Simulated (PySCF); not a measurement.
# Electron correlation in Mg³⁺ (magnesium, charge +3)

Starting occupation: [He] 2s2 2p5, 2p1/2 with m_j = +1/2, 2p3/2 with m_j = -3/2, -1/2, +1/2, +3/2. Calculation: PySCF 2.14, in an even-tempered Gaussian basis (19 s from 0.21 bohr⁻², ratio 2.4; 12 p from 0.27 bohr⁻², ratio 2.4; 6 d from 3 bohr⁻², ratio 2.6; 5 f from 4.5 bohr⁻², ratio 2.6); X2C-1e with screened-nucleus spin-orbit coupling, Gaussian nucleus. Frozen: nothing; 9 electrons correlated; the 30 highest virtual spinors left out.

MP2 pair energies summed by pair of shells (mhartree):

| pair | energy | share (%) |
| --- | --- | --- |
| 2p-2p | -132.18 | 46.0 |
| 2p-2s | -74.70 | 26.0 |
| 1s-1s | -39.09 | 13.6 |
| 1s-2p | -24.08 | 8.4 |
| 2s-2s | -11.03 | 3.8 |
| 1s-2s | -6.58 | 2.3 |

Total MP2 correlation energy: -287.65 mhartree.

The GHF reference relaxed away from the jj start to a determinant that is no pure jj level (⟨S²⟩ = 0.75, ⟨J²⟩ = 0.95); the energies belong to that determinant.
